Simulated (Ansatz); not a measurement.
Total energies of `[O]=[Mo]([OH])([F])([Cl])[Cl]`.

```xyz
7

O    -1.3410    0.3936    1.3071
Mo   -0.0638    0.1981    0.2957
O    -0.8321   -0.6252   -1.1744
F     0.0974    1.7186   -0.7530
Cl    1.6654    1.1148    1.4716
Cl    0.8680   -1.8319    0.8134
H    -0.3939   -0.9680   -1.9603
```

The species carries charge 0 and has multiplicity 1. Correlated methods include outer-core shells of Mo, which these sets cover unevenly. Mo: def2 effective core potential. The geometry is a stationary point of PBE0-D4/def2-TZVP. It is one conformer, not always the lowest. Basis def2-TZVPP, Ansatz.

RPA on PBE orbitals: Hartree–Fock energy of these orbitals -1236.41122 Eh, correlation -2.51378 Eh (frozen core).

| functional | kind | energy without D4 (Eh) | D4 term (kJ/mol) |
| --- | --- | --- | --- |
| r2SCAN | meta-GGA | -1239.74923 | -5.5 |
| r2SCANh | meta-GGA hybrid, 10 % | -1239.69309 | -6.0 |

Question: Give the same for LDA (SPW92), PBE, revPBE, BLYP, B97M-V, PBE0, B3LYP, r2SCAN0, HSE06 (plane-wave form), BHLYP, CAM-B3LYP, LC-ωPBE, ωB97X-V, ωB97M-V, B2PLYP, PBE-QIDH. (An estimate is asked.)

Answer: Computed: 
```tsv
functional	kind	energy without D4 (Eh)	D4 term (kJ/mol)
LDA (SPW92)	LDA	-1235.11559	–
PBE	GGA	-1239.29651	-23.9
revPBE	GGA	-1239.68779	-62.2
BLYP	GGA	-1239.83682	-51.6
B97M-V	meta-GGA with VV10	-1239.55665	–
PBE0	global hybrid, 25 % exact exchange	-1239.28184	-20.4
B3LYP	global hybrid, 20 %	-1239.90498	-39.2
r2SCAN0	meta-GGA hybrid, 25 %	-1239.61166	-6.7
HSE06 (plane-wave form)	screened hybrid	-1239.25617	-19.2
BHLYP	global hybrid, 50 %	-1239.58167	-33.3
CAM-B3LYP	range-separated hybrid	-1239.75670	-21.1
LC-ωPBE	long-range corrected hybrid	-1239.45179	–
ωB97X-V	range-separated hybrid GGA with VV10	-1239.57447	–
ωB97M-V	range-separated hybrid meta-GGA with VV10	-1239.63999	–
B2PLYP	double hybrid	-1239.37829	–
PBE-QIDH	double hybrid	-1239.02144	–
```

B3LYP takes the VWN-RPA correlation (the form of Gaussian; ORCA's B3LYP/G). HSE06 is the plane-wave form, built on full-range PBE exchange. The double hybrids freeze the cores in their second-order part.

LC-ωPBE has ω = 0.4 bohr⁻¹.
